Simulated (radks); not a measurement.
Correlation energies from several functionals, in hartree. Species: Sn2+ [Kr] 4d10 5s2; Ru41+ [He] 2s1. Calculated with a radial shooting solver on a logarithmic mesh with Libxc functionals: non-relativistic Kohn-Sham, exchange-only LDA, spin-polarised, spherical densities, point nucleus. Every spin shell is full or empty, so the densities are truly spherical. Functionals are evaluated on that one density, not self-consistently.

| functional | Sn2+ | Ru41+ |
|---|---|---|
| PW92 | -4.6715 | -0.35486 |
| VWN5 | -4.6920 | -0.35559 |
| Wigner | -2.5798 | -0.11950 |
| Chachiyo | -4.6109 | -0.35201 |
| PBE | -2.5945 | -0.058835 |
| LYP | -2.4748 | -0.094648 |
| PW91 | -2.8059 | -0.090936 |
| AM05 | -4.3521 | -0.31078 |
| TPSS | -2.5971 | -0.057340 |
| revTPSS | -2.6275 | -0.059176 |
| SCAN | -2.5949 | -0.062890 |
| r2SCAN | -2.6104 | -0.063034 |
| B95 | -3.1769 | -0.12603 |
| Tao-Mo | -2.5081 | -0.041697 |
